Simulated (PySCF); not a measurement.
# Electronic absorption of C7H4ClNSe

C₇H₄ClNSe.
Bonds: N1–C2 (triple), C2–Se3, Se3–C4, C4–C5 (aromatic), C5–C6 (aromatic), C6–C7 (aromatic), C7–Cl8, C7–C9 (aromatic), C9–C10 (aromatic), C4–C10 (aromatic). Hydrogens: H11 on C5; H12 on C6; H13 on C9; H14 on C10.

Method used: TDDFT wB97X-D/def2-SVPD, vertical, gas phase, core orbitals frozen in the response (PySCF 2.14.0, density-fitted response routines). Geometry: PBE0-D3(BJ)/def2-SVP, one conformer, isolated molecule. The wB97X-D/def2-SVPD calculation is non-relativistic and has no spin–orbit coupling, an omission that weighs most on selenium. Torsions of this conformer, `[N:1]#[C:2][Se:3][c:4]1[cH:5][cH:6][c:7]([Cl:8])[cH:9][cH:10]1`: C2–Se3–C4–C5 -179°.

Q: What does the calculation give for the low-lying excited states?

A: 

| state | E (eV) | E (kJ/mol) | λ (nm) | f | \|μ\| (D) | main configurations (H = HOMO, L = LUMO) |
| --- | --- | --- | --- | --- | --- | --- |
| S1 | 4.42 | 426 | 280.7 | 0.0000 | 0.03 | H→L (82%), H-2→L (12%) |
| S2 | 4.96 | 479 | 249.8 | 0.0033 | 0.42 | H→L+2 (68%), H-1→L+1 (14%), H→L+1 (9%) |
| S3 | 5.38 | 519 | 230.5 | 0.350 | 4.14 | H→L+1 (80%), H→L+2 (11%) |
| S4 | 5.81 | 560 | 213.5 | 0.0004 | 0.14 | H→L+3 (61%), H→L+5 (14%) |
| S5 | 6.32 | 610 | 196.3 | 0.029 | 1.11 | H-1→L+1 (30%), H-1→L+2 (16%), H→L+2 (14%) |
| S6 | 6.45 | 622 | 192.2 | 0.0037 | 0.39 | H-2→L (32%), H→L+4 (16%), H-5→L (8%) |
| S7 | 6.56 | 633 | 188.9 | 0.163 | 2.56 | H-1→L+1 (26%), H-1→L+2 (26%), H-2→L+1 (19%) |
| S8 | 6.63 | 640 | 187.0 | 0.017 | 0.82 | H→L+5 (48%), H→L+3 (13%), H-1→L (8%) |
| S9 | 6.67 | 643 | 185.9 | 0.0002 | 0.09 | H-1→L (80%) |
| S10 | 6.85 | 661 | 181.0 | 0.474 | 4.27 | H-1→L+2 (36%), H→L+7 (16%), H-4→L (14%) |

Triplets, Tamm–Dancoff:

| state | E (eV) | λ (nm) | main configurations (H = HOMO, L = LUMO) |
| --- | --- | --- | --- |
| T1 | 3.87 | 320.4 | H→L+1 (60%), H-1→L+2 (13%), H→L+2 (9%) |
| T2 | 4.10 | 302.7 | H→L (79%), H-2→L (13%) |
| T3 | 4.34 | 285.4 | H→L+2 (74%), H→L+1 (10%) |
| T4 | 4.68 | 264.7 | H-1→L+2 (72%), H→L+1 (14%) |

The lowest singlet comes at 281 nm (426 kJ/mol) in the ultraviolet; it is dark (f under 0.0005); its leading configuration is HOMO→LUMO (82%). The most intense listed level is S10 at 6.85 eV (181 nm, f = 0.474), 2.44 eV above S1. It is the last of those listed, so stronger ones may follow. Löwdin shares by element: HOMO selenium 33%, carbon 24% or more, chlorine 10% (atoms not listed hold the other 33%); LUMO selenium 44%, carbon 29% or more, nitrogen 15%. The oscillator strengths of these states sum to 1.041; summed over the whole spectrum of an exact calculation they would give the number of electrons, 104 (Thomas–Reiche–Kuhn). The listed states span 2.44 eV, and the widest gap between neighbours is 0.55 eV (S1 to S2). Of the 10 states listed, 5 reach f = 0.01 and 3 stay under 0.0005. All these states lie below the vertical ionisation energy of 8.82 eV (ΔSCF). Singlets were solved by full linear response, triplets in the Tamm–Dancoff approximation.
